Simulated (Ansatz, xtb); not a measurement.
## Relative energy of two isomers of GaH4OSi

Structure a: `[SiH2][O][GaH2]`, a doublet. Structure b: `[SiH3][O][GaH]`, a doublet. Both are isolated molecules in the gas phase, relaxed with r2SCAN-D4/def2-SVP; the shapes shown needn't be the lowest conformers.

a (Å):

```xyz
7

Ga    3.9613    0.7618    0.0271
O     2.2269    1.0976   -0.2699
Si    1.1705    2.3283   -0.6083
H    -0.1538    2.0399    0.0335
H     1.6829    3.6546   -0.1111
H     4.8813    2.0116    0.1547
H     4.2853   -0.7528    0.1113
```

b (Å):

```yaml
atoms:
  - { symbol: Ga, position_ang: [2.1915, -0.4387, 0.5706] }
  - { symbol: O, position_ang: [2.7810, 1.0929, -0.1567] }
  - { symbol: Si, position_ang: [2.4855, 2.7172, -0.3073] }
  - { symbol: H, position_ang: [2.2821, 3.0678, -1.7451] }
  - { symbol: H, position_ang: [1.2629, 3.1272, 0.4546] }
  - { symbol: H, position_ang: [3.6479, 3.4967, 0.2146] }
  - { symbol: H, position_ang: [3.1198, -1.6968, 0.2132] }
```

Problem. Estimate which is lower in electronic energy at CCSD(T)/def2-SVP + ΔMP2/def2-TZVPP, and by roughly how much.

Solution. The CCSD(T)/def2-SVP + ΔMP2/def2-TZVPP calculation puts structure b lower, by 0.558 eV.

The same difference at several levels:

```csv
level,geometry,E(b) − E(a) (eV),departure from the last row (eV),"job, with rough time for the two"
GFN2-xTB,GFN2-xTB,−1.145,−0.588,"optimisation, 0.78 s"
HF/STO-3G,GFN2-xTB,−1.198,−0.640,"single point, 39 s"
r2SCAN-D4/def2-SVP//GFN2-xTB,GFN2-xTB,−0.300,+0.257,"single point, 16 s"
r2SCAN-D4/def2-SVP,r2SCAN-D4/def2-SVP,−0.543,+0.015,"optimisation, 6.9 min"
HF/def2-SVP,r2SCAN-D4/def2-SVP,−0.593,−0.035,part of the CCSD(T) run
MP2/def2-SVP,r2SCAN-D4/def2-SVP,−0.546,+0.012,part of the CCSD(T) run
CCSD(T)/def2-SVP,r2SCAN-D4/def2-SVP,−0.559,−0.001,single point
CCSD(T)/def2-SVP + ΔMP2/def2-TZVPP,r2SCAN-D4/def2-SVP,−0.558,,"single point, 95 s"
```

As drawn, b has 1 Si–H in place of 1 Ga–H.

The levels shown agree on the order. The largest departure from CCSD(T)/def2-SVP + ΔMP2/def2-TZVPP is that of HF/STO-3G, 0.640 eV. The last row adds to CCSD(T) the change of the MP2 difference between the two basis sets, here +0.001 eV.

With harmonic frequencies from r2SCAN-D4/def2-SVP (ideal gas, rigid rotor, one conformer each, 298.15 K, 1 atm): on the last row, ΔE + ΔZPE = −0.521 eV. A mode under 50 cm⁻¹ makes harmonic enthalpies and free energies unreliable, so none is given.

Open shells are spin-unrestricted, with notable spin contamination under HF/STO-3G. The correlated steps freeze 15 core orbitals; the filled d shell of Ga is correlated, in a basis made for valence electrons. Run with Ansatz 0.2.0, xtb 6.7.1; the last row on 1 thread of Intel(R) Xeon(R) Processor @ 2.50GHz (Skylake/Cascade Lake) on a shared host.
